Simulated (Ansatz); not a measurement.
```yaml
crystal:
  periodic: [false, false, false]
  atoms:
    - {symbol: N, position_ang: [-1.008444, 3.322238, 2.046567]}
    - {symbol: B, position_ang: [0.029906, 2.139552, -0.050955]}
    - {symbol: Si, position_ang: [1.060662, -1.535324, 0.121341]}
    - {symbol: N, position_ang: [-0.184287, -3.523161, -2.174525]}
    - {symbol: H, position_ang: [-1.543769, 5.149134, 2.068957]}
    - {symbol: H, position_ang: [-1.284264, 2.438252, 3.709934]}
    - {symbol: H, position_ang: [0.257687, 3.389861, -1.933616]}
    - {symbol: H, position_ang: [3.861782, -1.770502, -0.118562]}
    - {symbol: H, position_ang: [0.329867, -2.576344, 2.651755]}
    - {symbol: H, position_ang: [-2.074316, -3.581468, -2.409553]}
    - {symbol: H, position_ang: [0.678949, -3.559763, -3.872600]}
basis:
  gaussian: {orbitals: aug-cc-pVDZ}
hamiltonian: {xc: {name: PBE0-DH}}
accuracy: high
scf: {lower_state_search: light}
output: {forces: true}
```

```sh
$ ansatz run in.yaml --threads 2 --pin off --events-out ev --progress --plain --max-ram 4352MiB
```

Output, abridged:

```
Functional definition: PBE0-DH
3415 factors; integrals over basis functions are off by at most 2.0e-8 eV
mean field evaluation 1: about -11571.9969 eV, gradient 8.6e1 eV
mean field evaluation 2: about -11572.0252 eV, gradient 8.6e1 eV
mean field evaluation 4: about -11585.4853 eV, gradient 3.4e1 eV
mean field evaluation 8: about -11585.4853 eV, gradient 3.4e1 eV
mean field evaluation 16: about -11597.1906 eV, gradient 1.3e0 eV
mean field evaluation 32: about -11597.0689 eV, gradient 4.4e0 eV
mean field -11597.21897178 eV, -426.1899363357 hartree, gradient 2.8e-8 eV, S^2 0.000000; 6 other end points of the search recorded, 0 dependent functions left out; unrestricted orbitals would lower it
8 core orbitals not correlated: weight in the atoms' cores, before any rotation towards them, 1.000 or more for the frozen orbitals, at most 0.000 for the correlated occupied ones
reference -11597.21897705 eV, -426.1899365291 hartree; 12, 12 occupied and 139, 139 virtual orbitals, 3415 factors
second order -42.55577070 eV of doubles, -0.00000000 eV of singles
Total energy: -11602.53844839 eV, -426.3854234951 hartree
Atom 0 at    -1.008444     3.322238     2.046567 Å, force    -2.715347     2.452454     3.240934 eV/Å
Atom 1 at     0.029906     2.139552    -0.050955 Å, force     1.288291     0.450315    -2.920684 eV/Å
Atom 2 at     1.060662    -1.535324     0.121341 Å, force     1.428804    -1.215292     1.501009 eV/Å
Atom 3 at    -0.184287    -3.523161    -2.174525 Å, force    -1.715453     0.123487    -3.239482 eV/Å
Atom 4 at    -1.543769     5.149134     2.068957 Å, force     1.387067    -4.504098     1.011583 eV/Å
Atom 5 at    -1.284264     2.438252     3.709934 Å, force     0.558557     2.846595    -3.597022 eV/Å
Atom 6 at     0.257687     3.389861    -1.933616 Å, force    -0.537884    -1.033233     2.189100 eV/Å
Atom 7 at     3.861782    -1.770502    -0.118562 Å, force    -2.022698     0.157980     0.292161 eV/Å
Atom 8 at     0.329867    -2.576344     2.651755 Å, force     0.614668     0.740639    -1.727012 eV/Å
Atom 9 at    -2.074316    -3.581468    -2.409553 Å, force     3.709036     0.007083     0.108447 eV/Å
Atom 10 at     0.678949    -3.559763    -3.872600 Å, force    -1.995040    -0.025930     3.140967 eV/Å
Dipole moment:    -1.106790     0.924698     0.675201 e Å
```

(1) What is wrong with this run?

Answers

(1) The coordinates are in bohr but typed as ångström. The run converged. The result belongs to that input, not to the molecule as meant.
